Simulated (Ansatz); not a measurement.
Consider the ligand exchange at the Si–C bond: `N=C[SiH3]` + `O=C(O)[SeH]` → `O=C([SeH])O[SiH3]` + `C=N`.

Isolated molecules relaxed with PBE0-D4/def2-TZVP in Ansatz; ΔE leaves out vibrations. CCSD(T)/CBS adds triple-zeta CCSD(T) − MP2 to the extrapolated MP2 energy (def2 sets, frozen cores). This one scheme is used for every species. DFT in def2-TZVPP. For Se outer-core shells are correlated without core-valence functions, which leaves a few kJ/mol of doubt a bond. Scalar relativity is left out up to krypton. Each species was taken in one conformer, which may not be the lowest.

CCSD(T)/CBS gives -0.99 eV.

(1) Another level gave -1.01 eV. Which?
A. HF/def2-TZVPP
B. ωB97X-V/def2-TZVPP
C. CCSD/def2-TZVPP
D. PBE/def2-TZVPP

Largest T1 diagnostic among the species: 0.014.

## Answers

(1) C. CCSD/def2-TZVPP -1.01, HF/def2-TZVPP -1.10, ωB97X-V -0.96, PBE -0.80 eV.

In def2-TZVPP, CCSD(T) changes the Hartree–Fock value by +0.11 eV (the triples alone add +0.01 eV) and MP2 by +0.08 eV. From PBE to PBE0 (25 % exact exchange), in def2-TZVPP and without D4, ΔE moves by −0.06 eV. The D4 term adds −0.03 eV with B3LYP and −0.02 eV with PBE0; it sums over pairs of atoms, weighted by their polarisabilities, and B3LYP, whose exchange is more repulsive, gets the larger term.

B3LYP here is the variant with VWN-RPA as its local correlation; programs differ in this.
